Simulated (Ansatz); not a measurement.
Total energies of H4OPSb, SMILES `O[PH][SbH2]`.

```xyz
7

O    -0.909   -1.386   -0.289
P     0.429   -1.122    0.633
Sb    1.191    1.227    0.029
H    -1.496   -0.628   -0.363
H    -0.160   -0.629    1.841
H     1.365    0.785   -1.611
H    -0.419    1.753   -0.240
```

Total charge 0; spin multiplicity 1. Correlated methods include outer-core shells of Sb, which these sets cover unevenly. Sb: def2 effective core potential. The structure was optimised at the PBE0-D4/def2-TZVP level. It is one conformer, not always the lowest. Basis def2-TZVPP, Ansatz.

RPA on PBE orbitals: Hartree–Fock energy of these orbitals -657.18658 Eh, correlation -1.15994 Eh (frozen core).

```
             functional  energy without D4 (Eh)  D4 term (kJ/mol)
            LDA (SPW92)              -657.09369                 –
                    PBE              -659.03824             -16.0
                 revPBE              -659.24183             -43.7
                   BLYP              -659.21587             -34.9
                 r2SCAN              -659.31280              -3.5
                 B97M-V              -659.17094                 –
                   PBE0              -659.07764             -13.5
                  B3LYP              -659.38881             -26.3
                r2SCANh              -659.29283              -3.8
                r2SCAN0              -659.26392              -4.3
HSE06 (plane-wave form)              -659.06542             -12.7
                  BHLYP              -659.17239             -22.5
              CAM-B3LYP              -659.25296             -13.9
                LC-ωPBE              -659.16572                 –
                ωB97X-V              -659.18115                 –
                ωB97M-V              -659.19035                 –
                 B2PLYP              -658.89690                 –
               PBE-QIDH              -658.77906                 –
```

B3LYP takes the VWN-RPA correlation (the form of Gaussian; ORCA's B3LYP/G). HSE06 is the plane-wave form, built on full-range PBE exchange. The double hybrids freeze the cores in their second-order part.

LC-ωPBE has ω = 0.4 bohr⁻¹.
